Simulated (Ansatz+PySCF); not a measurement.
A calculation with PySCF 2.14.0.

```python
from pyscf import gto, scf, cc

mol = gto.M(atom="""
Be 0.000000 0.000000 0.000000
S 0.000000 0.000000 1.840000
""", basis='sto-3g', charge=0, spin=0)
mf = scf.RHF(mol)
mf.kernel()
mycc = cc.CCSD(mf, frozen=6).run()
et = mycc.ccsd_t()
print(mf.e_tot, mycc.e_corr, et, mycc.e_tot + et)
```

The script is written out from the run's settings.

The run gave:

| Quantity | Value |
| --- | --- |
| Converged | yes |
| Reference energy | -407.54414 hartree |
| CCSD correlation energy | -0.09658 hartree |
| Triples correction | -0.01023 hartree |
| Total energy | -407.65095 hartree |
| Spin squared of the determinant | 0.000 |

Caution: large share of triples, a single reference is doubtful.
